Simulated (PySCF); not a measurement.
The same groups moved round the core (propene boryl). Gas-phase values, no solvent. One relaxed conformer stands for each flexible species; it need not be the lowest. Strings in code marks are SMILES.

The HOMO–LUMO gap from two functionals at the same geometries (PBE0-D4/def2-TZVP), both in PySCF: PBE-D3(BJ)/def2-TZVP and B3LYP-D3(BJ)/def2-TZVP. B3LYP has the VWN-RPA correlation part, as in Gaussian. 

```csv
species,PBE-D3(BJ)/def2-TZVP (eV)
`C(=C)(C)B`,3.98
`B/C=C/C`,4.21
`C(/C)=C/B`,4.02
`C(=C)CB`,3.78
```

**Question.** What does B3LYP-D3(BJ)/def2-TZVP give for each?

**Answer.** 
- `C(=C)(C)B`: 5.56
- `B/C=C/C`: 5.77
- `C(/C)=C/B`: 5.58
- `C(=C)CB`: 5.47
Over these rows, drawn at random from the members with no instability flagged (it was tested for open shells, ions and some series alone), PBE minus B3LYP-D3(BJ): mean -1.60 eV, from -1.69 eV to -1.56 eV.
